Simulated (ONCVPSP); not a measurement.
## Potentials for silicon (Si) compared

Generated with ld1.x 7.5 (TM, RRKJ, ultrasoft, PAW), atompaw 4.2 or ONCVPSP 4.0.1. The cutoff is in Ry: for ld1.x and atompaw files where the sum of valence levels is converged to 10 mRy in a Bessel basis, for ONCV files where the hardest occupied wave has 1 mHa per electron of residual kinetic energy. The error is the largest all-electron minus pseudo excitation energy over each file’s own four to seven test configurations (ionisations up to +4, promotions, holes and added fractions of an electron), all of which were solved. The labels leave out finer settings (local radius, basis sizes, second energies), which also bear on the numbers. Spin-polarised tests are not counted. The rows are a selection from randomly drawn settings: files with unsolved tests, undetermined cutoffs or missed reference levels are left out.

| potential | cutoff (Ry) | largest error (meV) | bound ghosts |
| --- | --- | --- | --- |
| ONCV, LDA (Perdew-Wang 92), scalar-relativistic, rc 1.80/1.85/1.80 (spd), local smoothed, core correction yes, reference 3s2 3p2, qcut 4.6/3.8/5.8, projectors 2/2/2 | 16 | -106 | none |
| ONCV, PBE, scalar-relativistic, rc 0.90/1.00/1.00 (spd), local smoothed, core correction no, reference 2s2 2p6 3s2 3p1.75, qcut 12.5/16.7/8.4, projectors 2/2/2 | 189 | +2.1 | none |
| ONCV, PBE, scalar-relativistic, rc 1.75/1.75/1.65 (spd), local smoothed, core correction yes, reference 3s2, qcut 4.3/4.2/6.8, projectors 2/2/2 | 16 | -102 | none |
| ONCV, PBEsol, scalar-relativistic, rc 1.15/0.95/0.95 (spd), local d, core correction yes, reference 2s2 2p6 3s2 3p1.5, qcut 12.4/14.6/11.4, projectors 2/2/0 | 168 | +1.8 | none |

**Question.** Fill in the row for Si: ONCV, revPBE, scalar-relativistic, rc 1.65/1.75 (sp), local s, core correction no, reference 3s2 3p2, qcut 3.5/4.6, projectors 0/2.

**Answer.** cutoff 20 Ry, largest error -18 meV, bound ghosts: none.
